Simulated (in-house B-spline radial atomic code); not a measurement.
BHandHLYP excitations of Si⁴⁺

Method: BHandHLYP. Computed with a B-spline radial code for spherical atoms: linear response of the closed shell [He] 2s2 2p6 with the functional's adiabatic kernel; non-relativistic, point nucleus, no spin-orbit coupling, no double excitations, S, P, D and F terms only. Only terms of natural parity with L up to 3 were computed.

Command:
```bash
python run_td.py task.json out
```
Settings (radii: box in bohr, nucleus in fm):
```
Z                        14
electrons                10
configuration            [He] 2s2 2p6
hamiltonian              nr
method                   bhandhlyp
box_radius               19.1
intervals                51
```

Run time, properties included: 0.1 s on 1 thread of Intel(R) Xeon(R) 6975P-C (Granite Rapids) (shared host).

The lowest states, in the order of their Tamm-Dancoff energies; the method's threshold (minus the highest occupied level) is 159.20 eV. Labels give the largest channel, * marks a mixed state, and oscillator strengths are full-response dipole values. Semilocal kernels can invert the small singlet-triplet splittings of Rydberg terms. Energies in eV:

```csv
state,full response,Tamm-Dancoff,oscillator strength
2p → 3s 3P,?,?,-
2p → 3s 1P,101.83,101.85,0.204
2p → 3p 3S,108.80,108.87,-
2p → 3p 3D,109.98,110.01,-
2p → 3p 1D,111.08,111.08,-
2p → 3p 1S,116.31,116.76,-
2p → 3d 3P,122.64,122.65,-
2p → 3d 3F,122.89,122.90,-
2p → 3d 1F,123.64,123.64,-
2p → 3d 1P,125.08,125.16,0.999
2p → 4s 3P,132.50,132.51,-
2p → 4s 1P,132.84,132.85,0.0405
2p → 4p 3S,135.36,135.38,-
2p → 4p 3D,135.75,135.76,-
2p → 4p 1D,136.03,136.03,-
2p → 4p 1S,137.57,137.71,-
2p → 4d 3P,140.02,140.02,-
2p → 4d 3F,140.11,140.11,-
2p → 4d 1F,140.35,140.35,-
2p → 4d 1P,140.95,140.98,0.353
2p → 4f 3D,141.16,141.16,-
2p → 4f 1D,?,?,-
```

(1) Where does 2p → 4f 1D lie?

(2) Where does 2p → 3s 3P lie?

(3) How large is the singlet-triplet splitting of 2p → 3s (P terms) in Tamm-Dancoff?

(4) What polarisabilities and dispersion coefficient does the method give?

## Answers

(1) At 141.21 eV in full response, 141.21 eV in Tamm-Dancoff.

(2) At 100.49 eV in full response, 100.51 eV in Tamm-Dancoff.

(3) 1.34 eV, from the unrounded values.

(4) Dipole 0.1667 bohr³, quadrupole 0.108 bohr⁵, C6 0.1236 hartree·bohr⁶ for two such species.
